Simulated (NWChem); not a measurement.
System: CH$_{3}$FO$_{2}$Si; SMILES [SiH]1(F)OCO1

Output (shortened):

```
             Northwest Computational Chemistry Package (NWChem) 7.3.0
             --------------------------------------------------------

                             Geometry "geometry" -> ""
                             -------------------------

 Output coordinates in angstroms (scale by  1.889725989 to convert to a.u.)

  No.       Tag          Charge          X              Y              Z
 ---- ---------------- ---------- -------------- -------------- --------------
    1 F                    9.0000    -0.47918000     1.79431200     0.00000000
    2 Si                  14.0000     0.43595700     0.48412200     0.00000000
    3 O                    8.0000    -0.00347100    -0.68346800    -1.11330000
    4 C                    6.0000    -0.34050000    -1.53944000     0.00000000
    5 O                    8.0000    -0.00347100    -0.68346800     1.11330000
    6 H                    1.0000     1.82999400     0.95712000     0.00000000
    7 H                    1.0000     0.27934800    -2.44090500     0.00000000
    8 H                    1.0000    -1.40760200    -1.78360100     0.00000000

 Effective nuclear repulsion energy (a.u.)     252.6507660401

                                 NWChem DFT Module
                                 -----------------

 Summary of "ao basis" -> "ao basis" (spherical)
 ------------------------------------------------------------------------------
       Tag                 Description            Shells   Functions and Types
 ---------------- ------------------------------  ------  ---------------------
 F                           6-31g*                  6       14   3s2p1d
 Si                          6-31g*                  8       18   4s3p1d
 O                           6-31g*                  6       14   3s2p1d
 C                           6-31g*                  6       14   3s2p1d
 H                           6-31g*                  2        2   2s

 in cosmo_initialize ...
 calling solv_data for solv:h2o

 solvent parameters
 solvname_short: h2o
 solvname_long:  water
 dielec:       78.4000
 dielecinf:     1.7769
 aqueous SMD model solvent descriptors
 dielec:       78.4000
 sola:          0.8200

          ---------------
          -cosmo- solvent
          ---------------
 Cosmo: York-Karplus, doi: 10.1021/jp992097l
 dielectric constant -eps-     =  78.40
 screen = (eps-1)/(eps    )    =   0.98724
 surface charge correction     = lagrangian

   van der Waals surface
 --------------------------

 ---------- ATOMIC COORDINATES (A.U.) ------------ VDWR(ANG.) --
     1   -0.90551890    3.39075802    0.00000000     1.730
     2    0.82383927    0.91485793    0.00000000     2.470
     3   -0.00655924   -1.29156724   -2.10383194     1.520
     4   -0.64345170   -2.90911978    0.00000000     1.850
     5   -0.00655924   -1.29156724    2.10383194     1.520
     6    3.45818722    1.80869454    0.00000000     1.200
     7    0.52789118   -4.61264161    0.00000000     1.200
     8   -2.65998208   -3.37051716    0.00000000     1.200
 number of segments per atom =        128
 number of   points per atom =        128
 atom (   nspa,  nppa )
 ----------------------
    1 (     64,     0 )       0
    2 (     80,     0 )       0
    3 (     40,     0 )       0
    4 (     50,     0 )       0
    5 (     40,     0 )       0
    6 (     30,     0 )       0
    7 (     56,     0 )       0
    8 (     52,     0 )       0
 number of -cosmo- surface points =      412
 molecular surface =    102.145 angstrom**2
 molecular volume  =     89.257 angstrom**3
 -lineq- algorithm             =   0
 -bem- low  level              =   3
 -bem- from -octahedral-
 gaussian surface charge width =   4.50000
 degree of switching           =   1.00000
 switching function tolerance  =   0.00010
 atomic radii =
 --------------
    1  9.000  1.730
    2 14.000  2.470
    3  8.000  1.520
    4  6.000  1.850
    5  8.000  1.520
    6  1.000  1.200
    7  1.000  1.200
    8  1.000  1.200
 ...... end of -cosmo- initialization ......

 nat:                     8
 ixmem:                  3618
 calling mnsol_interface()
 G(SMD-CDS) energy (kcal/mol)  =     2.510
 SMD-CDS SASA (angstrom**2)    =   125.255

            General Information
            -------------------
          SCF calculation type: DFT
          Wavefunction type:  closed shell.
          No. of atoms     :     8
          No. of electrons :    48
           Alpha electrons :    24
            Beta electrons :    24
          Charge           :     0
          Spin multiplicity:     1
          Use of symmetry is: off; symmetry adaption is: off
          Maximum number of iterations: 150
          AO basis - number of functions:    80
                     number of shells:    38
          Convergence on energy requested:  1.00D-06
          Convergence on density requested:  1.00D-05
          Convergence on gradient requested:  5.00D-04

              XC Information
              --------------
                       M05-2X Method XC Functional
                     Hartree-Fock (Exact) Exchange  0.560
                M05-2X metaGGA Exchange Functional  0.440
                      M05-2X Correlation Potential  1.000

             Grid Information
             ----------------
          Grid used for XC integration:  medium
          Radial quadrature: Mura-Knowles
          Angular quadrature: Lebedev.
          Tag              B.-S. Rad. Rad. Pts. Rad. Cut. Ang. Pts.
          ---              ---------- --------- --------- ---------
          F                   0.50       49          11.0       434
          Si                  1.10       88           8.0       590
          O                   0.60       49           8.0       434
          C                   0.70       49           9.0       434
          H                   0.35       45          10.0       434
          Grid pruning is: on
          Number of quadrature shells:   419
          Spatial weights used:  Erf1

      Superposition of Atomic Density Guess
      -------------------------------------

 Sum of atomic energies:        -576.85329577

      Non-variational initial energy
      ------------------------------

 Total energy =    -578.678903
 1-e energy   =   -1300.820767
 2-e energy   =     469.491098
 HOMO         =      -0.352980
 LUMO         =       0.059944

   convergence    iter        energy       DeltaE   RMS-Dens  Diis-err
 ---------------- ----- ----------------- --------- --------- ---------
     COSMO gas phase
 d= 0,ls=0.0,diis     1   -579.6105492818 -8.32D+02  1.49D-02  1.18D+00
 d= 0,ls=0.0,diis     2   -579.6182544630 -7.71D-03  6.65D-03  1.40D+00
 d= 0,ls=0.0,diis     3   -579.7418644485 -1.24D-01  8.09D-04  7.46D-03
 d= 0,ls=0.0,diis     4   -579.7425568052 -6.92D-04  2.53D-04  8.15D-04
 d= 0,ls=0.0,diis     5   -579.7426433432 -8.65D-05  7.36D-05  8.06D-05
  Resetting Diis
 d= 0,ls=0.0,diis     6   -579.7426509032 -7.56D-06  2.38D-05  9.30D-06
 d= 0,ls=0.0,diis     7   -579.7426517220 -8.19D-07  9.41D-06  6.08D-07

   convergence    iter        energy       DeltaE   RMS-Dens  Diis-err
 ---------------- ----- ----------------- --------- --------- ---------
     COSMO solvation phase
 d= 0,ls=0.0,diis     1   -579.7483626043 -5.71D-03  1.62D-03  4.27D-03
 d= 0,ls=0.0,diis     2   -579.7494140911 -1.05D-03  3.56D-04  1.26D-03
 d= 0,ls=0.0,diis     3   -579.7495114370 -9.73D-05  2.16D-04  4.28D-04
 d= 0,ls=0.0,diis     4   -579.7495589610 -4.75D-05  4.60D-05  6.98D-06
 d= 0,ls=0.0,diis     5   -579.7495600784 -1.12D-06  9.81D-06  8.00D-07
 d= 0,ls=0.0,diis     6   -579.7495601580 -7.96D-08  3.03D-06  1.64D-07

         Total DFT energy =     -579.749560157958
      One electron energy =    -1303.785035657616
           Coulomb energy =      526.323810771742
    Exchange-Corr. energy =      -55.250164059163
 Nuclear repulsion energy =      252.650766040063

             COSMO energy =        0.311062747017

 Numeric. integr. density =       47.999999694868

                                COSMO-SMD solvation results
                                ---------------------------

             internal energy in gas <Psi(g)|H|Psi(g)> =      -579.742651722018
         internal energy in solvent <Psi(s)|H|Psi(s)> =      -579.741268163581
                               delta internal energy  =         0.001383558437 (    0.87 kcal/mol)
   total free energy in solvent <Psi(s)|H+V/2|Psi(s)> =      -579.753559769419
 polarization energy contribution <Psi(s)|V/2|Psi(s)> =        -0.012291605838 (   -7.71 kcal/mol)
    total free energy in solvent including G(SMD-CDS) =      -579.749560157958
                       G(SMD-CDS) energy contribution =         0.003999611461 (    2.51 kcal/mol)
     1 M fixed-concentration free energy of solvation =        -0.006908435940 (   -4.34 kcal/mol)

                       DFT Final Molecular Orbital Analysis
                       ------------------------------------

 Vector   22  Occ=2.000000D+00  E=-4.216786D-01
              MO Center= -1.6D-02, -6.9D-01, -3.4D-09, r^2= 2.1D+00
   Bfn.  Coefficient  Atom+Function         Bfn.  Coefficient  Atom+Function
  ----- ------------  ---------------      ----- ------------  ---------------
    37      0.443862  3 O  pz                65      0.443862  5 O  pz
    41      0.319119  3 O  pz                69      0.319119  5 O  pz
    23     -0.157136  2 Si pz                51     -0.142900  4 C  pz
    36      0.092528  3 O  py                64     -0.092528  5 O  py
    38     -0.077627  3 O  s                 66      0.077627  5 O  s

 Vector   23  Occ=2.000000D+00  E=-4.167088D-01
              MO Center=  4.3D-03, -6.5D-01,  3.4D-09, r^2= 1.9D+00
   Bfn.  Coefficient  Atom+Function         Bfn.  Coefficient  Atom+Function
  ----- ------------  ---------------      ----- ------------  ---------------
    35      0.416295  3 O  px                63     -0.416295  5 O  px
    39      0.331271  3 O  px                67     -0.331271  5 O  px
    36     -0.173135  3 O  py                64      0.173135  5 O  py
    40     -0.138295  3 O  py                68      0.138295  5 O  py
     5     -0.069260  1 F  pz                31      0.056376  2 Si d  1

 Vector   24  Occ=2.000000D+00  E=-3.751887D-01
              MO Center= -8.7D-02, -9.2D-01, -3.8D-09, r^2= 2.6D+00
   Bfn.  Coefficient  Atom+Function         Bfn.  Coefficient  Atom+Function
  ----- ------------  ---------------      ----- ------------  ---------------
    35      0.334650  3 O  px                63      0.334650  5 O  px
    49     -0.263260  4 C  px                39      0.257178  3 O  px
    67      0.257178  5 O  px                80      0.199988  8 H  s
    79      0.191489  8 H  s                 76     -0.182793  6 H  s
    78     -0.182537  7 H  s                 77     -0.171027  7 H  s

 Vector   25  Occ=0.000000D+00  E= 5.793510D-02
              MO Center=  4.5D-01,  4.1D-01,  2.2D-09, r^2= 4.0D+00
   Bfn.  Coefficient  Atom+Function         Bfn.  Coefficient  Atom+Function
  ----- ------------  ---------------      ----- ------------  ---------------
    27      0.818979  2 Si pz                38      0.518155  3 O  s
    66     -0.518155  5 O  s                 23      0.432753  2 Si pz
    55      0.293333  4 C  pz                51      0.222905  4 C  pz
     9     -0.189903  1 F  pz                 5     -0.179746  1 F  pz
    19     -0.150004  2 Si pz                34      0.104615  3 O  s

 Vector   26  Occ=0.000000D+00  E= 1.010720D-01
              MO Center=  4.2D-01,  9.9D-01, -1.6D-09, r^2= 4.0D+00
   Bfn.  Coefficient  Atom+Function         Bfn.  Coefficient  Atom+Function
  ----- ------------  ---------------      ----- ------------  ---------------
    26      0.960887  2 Si py                24      0.608060  2 Si s
     6     -0.598630  1 F  s                 52      0.509926  4 C  s
    76     -0.413044  6 H  s                 25     -0.292432  2 Si px
    22      0.239377  2 Si py                78     -0.196584  7 H  s
    20      0.164082  2 Si s                 53      0.151800  4 C  px

 Vector   27  Occ=0.000000D+00  E= 1.240903D-01
              MO Center=  3.8D-01, -2.1D-01, -7.6D-10, r^2= 4.5D+00
   Bfn.  Coefficient  Atom+Function         Bfn.  Coefficient  Atom+Function
  ----- ------------  ---------------      ----- ------------  ---------------
    24      1.517748  2 Si s                 26     -0.915997  2 Si py
    52     -0.860399  4 C  s                 38     -0.571030  3 O  s
    66     -0.571030  5 O  s                 76     -0.431679  6 H  s
    78      0.306363  7 H  s                 80      0.306699  8 H  s
    25     -0.278824  2 Si px                54      0.195559  4 C  py

     Multipole analysis of the density
     ---------------------------------

     L   x y z        total         alpha         beta         nuclear
     -   - - -        -----         -----         ----         -------
     0   0 0 0     -0.000000    -24.000000    -24.000000     48.000000

     1   1 0 0      0.393306     -0.175606     -0.175606      0.744518
     1   0 1 0     -0.427080      0.271173      0.271173     -0.969426
     1   0 0 1      0.000000      0.000000      0.000000      0.000000

     2   2 0 0    -23.711653    -31.195696    -31.195696     38.679738
     2   1 1 0      2.327512     -2.371417     -2.371417      7.070346
     2   1 0 1     -0.000000     -0.000000     -0.000000      0.000000
     2   0 2 0    -23.288997   -125.929047   -125.929047    228.569097
     2   0 1 1      0.000000      0.000000      0.000000      0.000000
     2   0 0 2    -29.209112    -50.013427    -50.013427     70.817742
```

Level: M05-2X/6-31G* (spherical d), SMD on the gas-phase geometry. All runs use the structure optimised with B3LYP/6-31G* (spherical d). Solvent: water.

Question: Write an input that gives this output.

Answer: This is not unique; one that fits is the input that was run:
```
start job
memory heap 200 mb stack 900 mb global 1100 mb
geometry units angstroms noautosym nocenter noautoz
  F     -0.479180     1.794312     0.000000
  Si     0.435957     0.484122     0.000000
  O     -0.003471    -0.683468    -1.113300
  C     -0.340500    -1.539440     0.000000
  O     -0.003471    -0.683468     1.113300
  H      1.829994     0.957120     0.000000
  H      0.279348    -2.440905     0.000000
  H     -1.407602    -1.783601     0.000000
end
basis spherical
  * library 6-31g*
end
dft
  xc m05-2x
  iterations 150
end
cosmo
  do_cosmo_smd true
  solvent water
end
task dft energy
```
